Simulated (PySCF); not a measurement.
# Radial density of Cu⁻ (copper, charge -1)

r2SCAN, [Ar] 3d10 4s2, closed-shell 1S. Computed with PySCF 2.14 in aug-cc-pwCVTZ-DK with one added diffuse shell each of s, p, d, f, g type (11s10p8d5f4g, 152 functions), with the spin-free X2C one-electron Hamiltonian (Gaussian nucleus).

```json
{"r (bohr)": "0.000925", "4πr²ρ (e/bohr)": "0.2727"}
{"r (bohr)": "0.00156", "4πr²ρ (e/bohr)": "0.6808"}
{"r (bohr)": "0.00262", "4πr²ρ (e/bohr)": "1.663"}
{"r (bohr)": "0.00440", "4πr²ρ (e/bohr)": "3.919"}
{"r (bohr)": "0.00740", "4πr²ρ (e/bohr)": "8.697"}
{"r (bohr)": "0.0125", "4πr²ρ (e/bohr)": "17.35"}
{"r (bohr)": "0.0209", "4πr²ρ (e/bohr)": "28.78"}
{"r (bohr)": "0.0352", "4πr²ρ (e/bohr)": "35.37"}
{"r (bohr)": "0.0593", "4πr²ρ (e/bohr)": "30.22"}
{"r (bohr)": "0.0997", "4πr²ρ (e/bohr)": "30.32"}
{"r (bohr)": "0.168", "4πr²ρ (e/bohr)": "40.25"}
{"r (bohr)": "0.282", "4πr²ρ (e/bohr)": "23.61"}
{"r (bohr)": "0.474", "4πr²ρ (e/bohr)": "20.10"}
{"r (bohr)": "0.798", "4πr²ρ (e/bohr)": "18.43"}
{"r (bohr)": "1.34", "4πr²ρ (e/bohr)": "5.257"}
{"r (bohr)": "2.26", "4πr²ρ (e/bohr)": "1.443"}
{"r (bohr)": "3.80", "4πr²ρ (e/bohr)": "0.5184"}
{"r (bohr)": "6.39", "4πr²ρ (e/bohr)": "0.1092"}
{"r (bohr)": "10.7", "4πr²ρ (e/bohr)": "0.009724"}
{"r (bohr)": "18.1", "4πr²ρ (e/bohr)": "0.0002969"}
```

Densities and radii are taken from the X2C orbitals without a picture-change correction, which distorts them close to the nucleus.

At r2SCAN the highest occupied level has a positive energy, so only the finite basis holds that electron; in a semilocal or global hybrid functional this comes from self-interaction and does not mean that the real anion is unbound.
